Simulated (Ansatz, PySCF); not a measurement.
Species: N$_{2}$ (charge +1, doublet). 
Coordinates optimised at B3LYP-D3(BJ)/def2-TZVP (Ansatz, a quantum-chemistry and plane-wave program):
SMILES: [N][N+]
```xyz
2

N      0.0000     0.0000    -0.5521
N      0.0000     0.0000     0.5521
```
Charge +1, spin multiplicity 2.

Property: vertical ionisation energy (to the triplet state of charge +2; each state is the SCF solution reached for its spin; for the triplet the Hartree-Fock reference is unstable and T1 is 0.020; for the doublet the Hartree-Fock reference is unstable and T1 is 0.022), in eV. Valence correlation only, unless marked. UHF or UKS for open shells. Spin-orbit coupling is left out. No relativistic terms.  The program attaches cautions to a run behind CCSD/aug-cc-pVDZ: large difference. The program attaches cautions to a run behind CCSD/def2-SVPD: large difference. The program attaches cautions to a run behind CCSD(T)/aug-cc-pVDZ: large difference. The program attaches cautions to a run behind CCSD(T)/aug-cc-pVTZ: large difference. The program attaches cautions to a run behind CCSD(T)/def2-QZVPPD: large difference.

```json
[
 {"level": "SVWN5/def2-TZVPD", "program": "Ansatz", "vertical ionisation energy (eV)": "28.65"},
 {"level": "PBE/def2-TZVPD", "program": "Ansatz", "vertical ionisation energy (eV)": "28.35"},
 {"level": "r2SCAN/def2-TZVPD", "program": "Ansatz", "vertical ionisation energy (eV)": "28.26"},
 {"level": "B3LYP/def2-TZVPD", "program": "Ansatz", "vertical ionisation energy (eV)": "28.30"},
 {"level": "PBE0/def2-TZVPD", "program": "Ansatz", "vertical ionisation energy (eV)": "28.20"},
 {"level": "BHLYP/def2-TZVPD", "program": "Ansatz", "vertical ionisation energy (eV)": "27.95"},
 {"level": "CAM-B3LYP/def2-TZVPD", "program": "Ansatz", "vertical ionisation energy (eV)": "28.28"},
 {"level": "wB97M-V/def2-TZVPD", "program": "Ansatz", "vertical ionisation energy (eV)": "28.06"},
 {"level": "wB97X-V/def2-TZVPD", "program": "Ansatz", "vertical ionisation energy (eV)": "28.16"},
 {"level": "CCSD/aug-cc-pVDZ", "program": "Ansatz", "vertical ionisation energy (eV)": "27.89"},
 {"level": "CCSD/def2-SVPD", "program": "Ansatz", "vertical ionisation energy (eV)": "28.03"},
 {"level": "CCSD(T)/aug-cc-pVDZ", "program": "Ansatz", "vertical ionisation energy (eV)": "28.00"},
 {"level": "CCSD(T)/aug-cc-pVTZ", "program": "Ansatz", "vertical ionisation energy (eV)": "28.18"},
 {"level": "CCSD(T)/def2-QZVPPD", "program": "Ansatz", "vertical ionisation energy (eV)": "28.23"}
]
```

For comparison, minus the highest occupied orbital energy (PySCF): 25.47 eV at M06-2X/def2-TZVPD, 22.81 eV at r2SCAN/def2-TZVPD, 23.18 eV at TPSSh/def2-TZVPD.
